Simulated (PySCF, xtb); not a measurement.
MgF2, SMILES [F][Mg][F].

GFN2-xTB (xtb 6.7.1) at its own geometry gives an orbital gap of 2.73 eV and a dipole moment of 3.76 D.

The structure is a stationary point at ωB97X-D3(BJ)/def2-TZVP. The isomer is the one that the SMILES or the coordinates give; other isomers of the formula were not compared.

Task: What does PBE/def2-TZVPD (PySCF) give? (Estimate from the structure and the level; the computed values follow.)

Result: gap 5.81 eV (levels -8.35 and -2.54 eV), dipole 0.00 D.
